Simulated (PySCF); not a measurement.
C5H13Al (SMILES C[CH2][Al]([CH3])[CH2]C), singlet, at a GFN2-xTB geometry (such geometries of metal compounds can be far from the true shape); DF-PBE/def2-SV(P) run with PySCF.

PySCF was given this input:
```python
from pyscf import gto, scf, dft

mol = gto.M(
    atom='''
Al   -0.110467    0.110903    0.428108
C    -0.078219   -0.258463    2.385935
H    -0.308036   -1.301585    2.627756
H    -0.809416    0.358185    2.920540
H     0.896465   -0.051127    2.840505
C     1.062479   -0.920342   -0.842706
C     1.739846   -2.119248   -0.159818
H     1.846016   -0.277148   -1.270364
H     0.497649   -1.283017   -1.713693
H     0.994407   -2.830539    0.194368
H     2.321048   -1.793025    0.702286
H     2.410857   -2.642966   -0.842218
C    -1.313730    1.548892   -0.300513
C    -1.279868    1.654241   -1.833495
H    -1.038063    2.525927    0.124191
H    -2.354349    1.394006    0.020643
H    -1.635669    0.730820   -2.288923
H    -0.262360    1.825661   -2.184054
H    -1.905523    2.472586   -2.192850
''',
    basis='def2-sv(p)',
    charge=0,
    spin=0,
    verbose=4,
    max_memory=1800,
)

mf = dft.RKS(mol)
mf.xc = 'pbe'
mf = mf.density_fit(auxbasis='def2-universal-jkfit')
mf.kernel()
```

Output, abridged:

```
PySCF version 2.14.0

[INPUT] verbose = 4
[INPUT] num. atoms = 19
[INPUT] num. electrons = 56
[INPUT] charge = 0
[INPUT] spin (= nelec alpha-beta = 2S) = 0
[INPUT] symmetry False subgroup None
[INPUT] Mole.unit = angstrom
[INPUT] Symbol           X                Y                Z      unit          X                Y                Z       unit  Magmom
[INPUT]  1 Al    -0.110467000000   0.110903000000   0.428108000000 AA   -0.208752375802   0.209576296393   0.809006871735 Bohr   0.0
[INPUT]  2 C     -0.078219000000  -0.258463000000   2.385935000000 AA   -0.147812487737  -0.488424283333   4.508763701014 Bohr   0.0
[INPUT]  3 H     -0.308036000000  -1.301585000000   2.627756000000 AA   -0.582103676507  -2.459639177842   4.965739162183 Bohr   0.0
[INPUT]  4 H     -0.809416000000   0.358185000000   2.920540000000 AA   -1.529574560841   0.676871551927   5.519020735837 Bohr   0.0
[INPUT]  5 H      0.896465000000  -0.051127000000   2.840505000000 AA    1.694073330258  -0.096616027571   5.367776505458 Bohr   0.0
[INPUT]  6 C      1.062479000000  -0.920342000000  -0.842706000000 AA    2.007794323102  -1.739194320934  -1.592483543528 Bohr   0.0
[INPUT]  7 C      1.739846000000  -2.119248000000  -0.159818000000 AA    3.287832438920  -4.004798310032  -0.302012249776 Bohr   0.0
[INPUT]  8 H      1.846016000000  -0.277148000000  -1.270364000000 AA    3.488464661565  -0.523733815971  -2.400640038507 Bohr   0.0
[INPUT]  9 H      0.497649000000  -1.283017000000  -1.713693000000 AA    0.940420316164  -2.424550743161  -3.238410431584 Bohr   0.0
[INPUT] 10 H      0.994407000000  -2.830539000000   0.194368000000 AA    1.879156886350  -5.348943494900   0.367302287379 Bohr   0.0
[INPUT] 11 H      2.321048000000  -1.793025000000   0.702286000000 AA    4.386145041969  -3.388326184498   1.327128201116 Bohr   0.0
[INPUT] 12 H      2.410857000000  -2.642966000000  -0.842218000000 AA    4.555859455491  -4.994481896537  -1.591561357179 Bohr   0.0
[INPUT] 13 C     -1.313730000000   1.548892000000  -0.300513000000 AA   -2.482589901625   2.926981676530  -0.567887266871 Bohr   0.0
[INPUT] 14 C     -1.279868000000   1.654241000000  -1.833495000000 AA   -2.418599995595   3.126062434027  -3.464803400759 Bohr   0.0
[INPUT] 15 H     -1.038063000000   2.525927000000   0.124191000000 AA   -1.961654770044   4.773310240644   0.234686977136 Bohr   0.0
[INPUT] 16 H     -2.354349000000   1.394006000000   0.020643000000 AA   -4.449074811644   2.634289556000   0.039009616389 Bohr   0.0
[INPUT] 17 H     -1.635669000000   0.730820000000  -2.288923000000 AA   -3.090966440441   1.381049646355  -4.325437590218 Bohr   0.0
[INPUT] 18 H     -0.262360000000   1.825661000000  -2.184054000000 AA   -0.495788546041   3.449999286300  -4.127263901261 Bohr   0.0
[INPUT] 19 H     -1.905523000000   2.472586000000  -2.192850000000 AA   -3.600916594060   4.672510359434  -4.143885932252 Bohr   0.0

nuclear repulsion = 278.646326458375
number of shells = 64
number of NR pGTOs = 208
number of NR cGTOs = 114
basis = def2-sv(p)
ecp = {}

******** <class 'pyscf.df.df_jk.DFRKS'> ********
method = DFRKS
initial guess = minao
damping factor = 0
level_shift factor = 0
DIIS = <class 'pyscf.scf.diis.CDIIS'>
diis_start_cycle = 1
diis_space = 8
diis_damp = 0
SCF conv_tol = 1e-09
SCF conv_tol_grad = None
SCF max_cycles = 50
direct_scf = False
XC library pyscf.dft.libxc version 7.1.2
    S. Lehtola, C. Steigemann, M. J. T. Oliveira, and M. A. L. Marques,  SoftwareX 7, 1–5 (2018)
XC functionals = pbe
    J. P. Perdew, K. Burke, and M. Ernzerhof,  Phys. Rev. Lett. 77, 3865 (1996)
    J. P. Perdew, K. Burke, and M. Ernzerhof,  Phys. Rev. Lett. 78, 1396 (1997)
    J. P. Perdew, K. Burke, and M. Ernzerhof,  Phys. Rev. Lett. 77, 3865 (1996)
    J. P. Perdew, K. Burke, and M. Ernzerhof,  Phys. Rev. Lett. 78, 1396 (1997)
radial grids:
    Treutler-Ahlrichs [JCP 102, 346 (1995); DOI:10.1063/1.469408] (M4) radial grids

becke partition: Becke, JCP 88, 2547 (1988); DOI:10.1063/1.454033
pruning grids: <function nwchem_prune>
grids dens level: 3
symmetrized grids: False
atomic radii adjust function: <function treutler_atomic_radii_adjust>
small_rho_cutoff = 0
Set gradient conv threshold to 3.16228e-05
Initial guess from minao.
tot grids = 217280
init E= -439.908161472551
  HOMO = -0.315097685172425  LUMO = -0.0868895414822308  gap/eV = 6.20986
cycle= 1 E= -439.907450267295  delta_E= 0.000711  |g|= 0.821  |ddm|= 4.09
  HOMO = -0.109538986750175  LUMO = -0.0203396057015195  gap/eV = 2.42724
cycle= 2 E= -439.629644844253  delta_E= 0.278  |g|= 1.27  |ddm|= 2.45
  HOMO = -0.209731295216391  LUMO = -0.0488637465262141  gap/eV = 4.37743
cycle= 3 E= -440.099938264241  delta_E= -0.47  |g|= 0.0463  |ddm|= 1.57
  HOMO = -0.205317619968877  LUMO = -0.0465754210385652  gap/eV = 4.31960
cycle= 4 E= -440.100232029486  delta_E= -0.000294  |g|= 0.0321  |ddm|= 0.0899
  HOMO = -0.207230750594309  LUMO = -0.0470860822833843  gap/eV = 4.35776
cycle= 5 E= -440.100496190932  delta_E= -0.000264  |g|= 0.00972  |ddm|= 0.0435
  HOMO = -0.206914977232569  LUMO = -0.0474354771394059  gap/eV = 4.33966
cycle= 6 E= -440.100522892823  delta_E= -2.67e-05  |g|= 0.000862  |ddm|= 0.0119
  HOMO = -0.206875546908188  LUMO = -0.0473736672534328  gap/eV = 4.34027
cycle= 7 E= -440.1005231124  delta_E= -2.2e-07  |g|= 0.00025  |ddm|= 0.00166
  HOMO = -0.206909053789131  LUMO = -0.0474026912491641  gap/eV = 4.34039
cycle= 8 E= -440.100523126282  delta_E= -1.39e-08  |g|= 0.000128  |ddm|= 0.000418
  HOMO = -0.206907896676556  LUMO = -0.0474054418529239  gap/eV = 4.34028
cycle= 9 E= -440.10052313065  delta_E= -4.37e-09  |g|= 2.22e-05  |ddm|= 0.000155
  HOMO = -0.206907729953637  LUMO = -0.0474038519735673  gap/eV = 4.34032
cycle= 10 E= -440.100523130787  delta_E= -1.37e-10  |g|= 6.96e-06  |ddm|= 3.84e-05
  HOMO = -0.206907607977459  LUMO = -0.0474040482206379  gap/eV = 4.34031
Extra cycle  E= -440.100523130767  delta_E= 1.93e-11  |g|= 1.13e-05  |ddm|= 1.89e-05
converged SCF energy = -440.100523130767
```
